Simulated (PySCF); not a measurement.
# Dipole moment and polarisability of acetophenone

Species: acetophenone, C8H8O.
Structure used (GFN2-xTB), in Å, numbered top down from 1:
```
atom  x, y, z in Å
C1    -2.6122   -0.1326    0.6673
C2    -1.6806    0.5806   -0.2831
O3    -2.0915    1.3987   -1.0759
C4    -0.2362    0.2361   -0.2049
C5     0.2847   -0.6988    0.6886
C6     1.6412   -0.9664    0.7020
C7     2.4946   -0.3099   -0.1704
C8     1.9876    0.6212   -1.0627
C9     0.6335    0.8910   -1.0783
H10   -2.5677   -1.2067    0.4996
H11   -2.3267    0.0743    1.6966
H12   -3.6285    0.2154    0.4995
H13   -0.3599   -1.2224    1.3770
H14    2.0362   -1.6922    1.3977
H15    3.5529   -0.5246   -0.1535
H16    2.6487    1.1352   -1.7446
H17    0.2169    1.6131   -1.7648
```

Level: wB97X-D/def2-SVPD (PySCF), static field, nuclei fixed, core orbitals frozen in the response. The polarisability tensor in these axes (au):

```
x   122.09  -8.68  -3.68
y    -8.68  78.98 -21.10
z    -3.68 -21.10  80.87
```

**Question.** Diagonalise the tensor; give its mean and Δα, where Δα² is half the sum of the squared differences of the eigenvalues.

**Answer.** Principal values 57.59, 100.57 and 123.78 au; mean 93.98 au = 13.93 Å³ = 15.50 × 10⁻⁴⁰ C²·m²/J; Δα = 58.16 au (62 % of the mean).

**Question.** What is the dipole moment, and where does it point?

**Answer.** (1.70, -2.04, 1.84) D, 3.23 D in size, pointing from the negative to the positive side. Measured along this direction, the outermost atoms are O3 at the negative end and H14 at the positive end.

**Question.** How large is μ²/3kT at 400 K beside α?

**Answer.** In Gaussian units μ²/3kT = 63.14 Å³ against 13.93 Å³, a ratio of 4.53; the Debye molar polarisation (4π/3)N_A(α + μ²/3kT) is 194.4 cm³/mol, leaving out the vibrational part.

**Question.** Form Σ f/ω² (atomic units) for the 8 lowest TDDFT singlets, given as eV and f, and set it beside the mean polarisability, which is this sum over all singlets: 3.98, 0.0001; 5.09, 0.0211; 5.51, 0.2394; 6.62, 0.0000; 6.67, 0.2271; 6.86, 0.5141; 7.03, 0.0000; 7.28, 0.0017.

**Answer.** They add up to 18.34 au, 19.5 % of the 93.98 au; the largest single term is 8.09 au, from the state at 6.86 eV. Terms in order: 0.01, 0.60, 5.84, 0.00, 3.78, 8.09, 0.00, 0.02 au. Higher excitations give the rest. The strengths listed sum to 1.003.

**Question.** What depolarisation ratio follows for Rayleigh scattering of linearly polarised light, taking the static tensor?

**Answer.** ρ = 3Δα²/(45ᾱ² + 4Δα²) = 10148.7/(397447 + 13531.7) = 0.0247.

**Question.** Find the Langevin capture rate constant for NO+ (29.998 u) meeting this molecule (120.058 u), k = 2.342 × 10⁻⁹ cm³/s × √(α in Å³ / reduced mass in u).

**Answer.** The reduced mass is 24.00 u, so k = 1.78 × 10⁻⁹ cm³/s. The formula leaves out the permanent dipole, which adds to the capture rate.

Geometry: GFN2-xTB, one conformer, isolated molecule.
